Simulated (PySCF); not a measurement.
**Computed NMR parameters against published values**

Atom-mapped SMILES (the numbers label the heavy atoms): `[PH2:1][c:2]1[cH:3][cH:4][cH:5][cH:6][cH:7]1`. Hydrogens are named by the atom that carries them.

What is known from experiment: δ ³¹P P1 -124.0 ppm (measured; E. Pretsch, P. Bühlmann, M. Badertscher, Structure Determination of Organic Compounds, 4th ed., Springer 2009).
δ ³¹P P1 -123.5 ppm (measured; O. Kühl, Phosphorus-31 NMR Spectroscopy, Springer 2008, chapter 6 (publisher's sample)).
δ ³¹P P1 -122.0 ppm (measured; S. K. Latypov et al., Phys. Chem. Chem. Phys. 2015 (author manuscript)).

- shieldings: GIAO PBE0/pcSseg-1
- geometry: GFN2-xTB
- code: PySCF 2.14
- averaged over atoms made equivalent by symmetry, fast rotation or ring inversion, one computed conformer, relativity neglected, no solvent

**Question.** Set the calculated values beside the experiment.

**Answer.** 
Reference values: measured (E. Pretsch, P. Bühlmann, M. Badertscher, Structure Determination of Organic Compounds, 4th ed., Springer 2009).
| atoms | quantity | reference | computed | computed, scaled |
| --- | --- | --- | --- | --- |
| P1 | δ ³¹P vs 85 % H3PO4 | -124.0 | -148.2 | -116.4 |

Reference values: measured (O. Kühl, Phosphorus-31 NMR Spectroscopy, Springer 2008, chapter 6 (publisher's sample)).
```tsv
atoms	quantity	reference	computed	computed, scaled
P1	δ ³¹P vs 85 % H3PO4	-123.5	-148.2	-116.4
```

Reference values: measured (S. K. Latypov et al., Phys. Chem. Chem. Phys. 2015 (author manuscript)).
```tsv
atoms	quantity	reference	computed	computed, scaled
P1	δ ³¹P vs 85 % H3PO4	-122.0	-148.2	-116.4
```

Computed shifts are σ(ref) − σ with the named reference compound (TMS for H and C) calculated as an isolated molecule at the same level. The measured values may be among those fitted. Shieldings were converted by a linear fit to measured shifts: ³¹P (scatter 18.1 ppm rms vs H3PO4, solution or neat liquid). A few per cent of atoms miss by over 2 rms, more outside the fitted compound classes.

**Question.** How far are the unscaled ³¹P shifts from the references?

**Answer.** Mean signed difference -25.03 ppm, mean absolute 25.03 ppm over 3 comparisons; the largest is -26.2 ppm at P1 (phosphorus bonded to C, 2 H).
